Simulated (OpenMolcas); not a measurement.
Computed levels of 5s2 5p4 in ions with 52 electrons, in cm-1 above 3P2.

* Program: OpenMolcas 26.06
* Method: CASSCF
* Basis: ANO-R2
* Scalar Hamiltonian: X2C, finite nucleus
* Spin-orbit coupling: RASSI with atomic mean-field integrals over the reference wave functions, term energies averaged over their components

Active space for each ion: 6 electrons in 8 orbitals (5s 5p 6s 6p).

```
Level     Te   Xe2+
  3P1   4109   8429
  3P0   4212   7353
  1D2  12216  18569
  1S0  21698  33426
```

Problem. Estimate 3P0, 1D2, 1S0 for I+ from its neighbours Te and Xe2+.

Solution. 3P0 is fine structure, which grows about as the fourth power of a screened charge, so the fourth roots are averaged: ((4212^0.25 + 7353^0.25) / 2)^4 = 5619. The calculation gives 5766, so the estimate is off by -2.5 %; the measured value is 6448 (NIST Handbook of Basic Atomic Spectroscopic Data).
1D2 is another term, which grows about linearly with the charge: (12216 + 18569) / 2 = 15392. The calculation gives 15310, so the estimate is off by +0.5 %; the measured value is 13727 (NIST Handbook of Basic Atomic Spectroscopic Data).
1S0 is another term, which grows about linearly with the charge: (21698 + 33426) / 2 = 27562. The calculation gives 27375, so the estimate is off by +0.7 %; the measured value is 29501 (NIST Handbook of Basic Atomic Spectroscopic Data).

The run also gave levels led by 5s2 5p3 6s, which use shells meant for correlation; these and all levels above them are left out (holds for Te; I+). Active for correlation alone: 6p 6s; no level in the range computed is led by a configuration that fills them, so any true level of that kind is missing (holds for Xe2+). Computed and measured levels are paired by configuration, term and J; levels that our copy of the source lacks, or whose pairing is in doubt (as where it misses far off the trend of its configuration), stay unpaired and out of the deviations. Only configurations of the active space appear.
